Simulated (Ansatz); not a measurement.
`BC=NB`, charge 0, multiplicity 1.

(1) Give a relaxed structure at PBE0-D4/def2-TZVP (the Gaussian-basis code of Ansatz). (Estimate.)

## Answers

(1) Ansatz gave: 
```xyz
9

B    -1.3110    1.1601    0.3292
C    -0.3633    0.4245   -0.6693
N     0.4875   -0.4128   -0.2710
B     1.3853   -1.2997    0.1857
H    -2.1010    1.9613   -0.0719
H    -1.2259    0.9050    1.4908
H    -0.4106    0.6191   -1.7484
H     2.4762   -0.9079    0.4854
H     1.0626   -2.4497    0.2695
```
Point group Cs.
This is one stationary point; other conformers may exist.
